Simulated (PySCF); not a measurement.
Ionisation energy of Gd by level of theory

Gd [Xe] 4f7 5d1 6s2 (9D) → Gd⁺ [Xe] 4f7 5d1 6s1 (10D), as a difference of total energies. Calculation: PySCF 2.14, in cc-pVDZ-X2C (8s7p5d3f1g, 84 functions); the spin-free X2C one-electron Hamiltonian (Gaussian nucleus). Correlated levels: valence: [Kr] 4d10 frozen; valence and next inner shell: [Ar] 3d10 frozen. The calculations carry no spin-orbit coupling.

```
                                method  ionisation energy (eV)
                                   UHF                   4.943
                               LC-wPBE                   5.767
                                B2PLYP                   6.105
                                  PW91                   6.174
                         MP2 (valence)                   5.925
                     SCS-MP2 (valence)                   5.976
    MP2 (valence and next inner shell)                   5.949
SCS-MP2 (valence and next inner shell)                   5.979
```

Problem. How much does correlation contribute at MP2 (valence and next inner shell)?

Solution. 5.949 − (4.943) = 1.006 eV, measured against UHF.

Errors of the correlated levels include the incompleteness of this basis and the frozen core.

MP2 underrates the near-degeneracy of ns² with np² in the lower species.

For comparison: 6.163 eV (measured; NIST levels, between the centres of gravity of the two terms).
